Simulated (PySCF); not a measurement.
Correlation energy of N+ (nitrogen, charge +1)

[He] 2s2 2p2, high-spin 3P determinant. All numbers are calculated (PySCF 2.14, no relativity, point nucleus, in aug-cc-pVQZ (6s5p4d3f2g, 80 functions)). Frozen: 1s2; 4 electrons correlated.

```
  level  correlation energy (mhartree)
   CCSD                         -97.58
    (T)                          -1.84
CCSD(T)                         -99.42
```

Diagnostics: T1 = 0.0067, D1 = 0.0134, largest double amplitude 0.117.

Cost of the coupled-cluster step: roughly 17 core-seconds, for 4 correlated electrons.
